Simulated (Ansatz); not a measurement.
C₂H₆BF₃O (`C[O+](C)[B-](F)(F)F`) from Hartree–Fock to CCSD(T)

```xyz
13

C     0.608    0.524   -1.166
O     0.106   -0.363   -0.161
C     0.906   -0.364    1.025
B    -1.549   -0.237    0.114
F    -2.066   -0.396   -1.127
F    -1.688    1.012    0.637
F    -1.780   -1.249    0.984
H     0.605    1.550   -0.793
H    -0.050    0.431   -2.025
H     1.620    0.212   -1.425
H     1.917   -0.671    0.758
H     0.911    0.633    1.472
H     0.458   -1.081    1.706
```

Charge 0, multiplicity 1. The structure was optimised at the PBE0-D4/def2-TZVP level. It is one conformer, not always the lowest. Frozen core, restricted reference, Ansatz 0.2.0.

```csv
basis,HF (Eh),MP2 corr.
def2-SVP,-476.90927,-1.11383
def2-TZVPP,-477.48959,-1.44269
def2-QZVPP,-477.51095,-1.56384
```

Task: Estimate the CCSD correlation energy and the (T) correction in each basis where they were run (hartree).

Result: 
```
   basis  CCSD corr.       (T)
def2-SVP    -1.15870  -0.02356
```
